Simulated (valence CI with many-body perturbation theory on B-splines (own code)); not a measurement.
Which ion has this spectrum?

A relativistic CI+MBPT calculation for an atom or ion with 5 electrons gives these levels (eV):

```
  J  Parity       E     g
1/2     odd    0.00  0.65
1/2    even  132.19  2.27
3/2     odd  195.14  1.32
3/2    even  288.25  1.67
5/2    even  315.34  1.38
3/2    even  358.42  0.95
1/2    even  361.20  1.17
5/2    even  501.90  1.39
3/2     odd  503.51  1.39
1/2    even  564.36  1.84
3/2    even  565.49  1.20
3/2     odd  672.90  1.42
5/2     odd  690.34  1.19
1/2     odd  723.17  0.65
```

The energies are calculated, and their last digits are not significant.

(1) Which is it?
A. Ag42+
B. In44+
C. Sn45+
D. Ru39+

Results:

(1) A. Ag42+, ground level (2s^2 2p1/2) J=1/2.
